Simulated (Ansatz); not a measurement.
Species: ClF2Si, SMILES `F[Si](F)Cl` (charge 0, multiplicity 2), formula ClF2Si.

**Question.** How many basis functions does frozen-core CCSD(T)/def2-TZVPP // r2SCAN-D4/def2-TZVP run with Ansatz (a program for electronic structure) use, how many core orbitals are frozen, and how many electrons are correlated?

**Answer.** 146 basis functions and 12 frozen orbitals, which leaves 25 correlated electrons. Core time is of the order of seconds.
